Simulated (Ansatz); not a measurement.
Stepwise reaction of `[NH2][In]([Cl])[Cl]` with hydrogen, as a gas-phase model of exchange steps in deposition or etching. ΔE in kJ/mol; ΔG adds harmonic PBE0-D4 terms to CCSD(T)/CBS, at 1 bar.

Program: Ansatz. Geometries: PBE0-D4/def2-TZVP. ΔE: electronic, gas phase. CCSD(T)/CBS adds triple-zeta CCSD(T) − MP2 to the extrapolated MP2 energy (def2 sets, frozen cores). This one scheme is used for every species. DFT in def2-TZVPP. B3LYP here is the variant with VWN-RPA as its local correlation; programs differ in this. def2 core potentials past Kr. For In outer-core shells are correlated without core-valence functions, which leaves a few kJ/mol of doubt a bond. Each species was taken in one conformer, which may not be the lowest.

```tsv
step	reaction	PBE-D4	B3LYP-D4	ωB97M-V	CCSD(T)/CBS	ΔG(400 K)
2	`[NH2][InH][Cl]` + H₂ → `[NH2][InH2]` + HCl	103.2	106.0	103.9	109.6	104.1
```

Question: Give the row of step 1, `[NH2][In]([Cl])[Cl]` + H₂ → `[NH2][InH][Cl]` + HCl. (Estimate.)

Answer: Ansatz gave: 
| step | reaction | PBE-D4 | B3LYP-D4 | ωB97M-V | CCSD(T)/CBS | ΔG(400 K) |
| --- | --- | --- | --- | --- | --- | --- |
| 1 | `[NH2][In]([Cl])[Cl]` + H₂ → `[NH2][InH][Cl]` + HCl | 83.8 | 85.9 | 83.1 | 88.5 | 81.5 |

Question: By hand: ΔE of the 2 steps together at CCSD(T)/CBS.

Answer: (88.5) + (109.6) = 198.1 kJ/mol, or 99.0 kJ/mol a step.

In ΔE each step is higher than the one before. All are uphill at CCSD(T)/CBS. ΔG lies between 81.5 and 104.1 kJ/mol a step. PBE-D4 differs from CCSD(T)/CBS by -6.4 to -4.7 kJ/mol a step. Isolated molecules leave out the surface, adducts and barriers. Largest T1 diagnostic: 0.016.
